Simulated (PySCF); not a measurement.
**Correlation energy of S (sulfur, neutral)**

[Ne] 3s2 3p4, high-spin 3P determinant. All numbers are calculated (PySCF 2.14, no relativity, point nucleus, in aug-cc-pwCVTZ (8s7p5d3f, 75 functions)). Frozen: 1s2; 14 electrons correlated.

```
  level  correlation energy (mhartree)
   CCSD                        -409.06
    (T)                          -7.68
CCSD(T)                        -416.74
```

Diagnostics: T1 = 0.0076, D1 = 0.0349, largest double amplitude 0.038.

Question: Is a single reference adequate?

Answer: Yes: T1 lies below 0.03 and no double amplitude reaches 0.07.
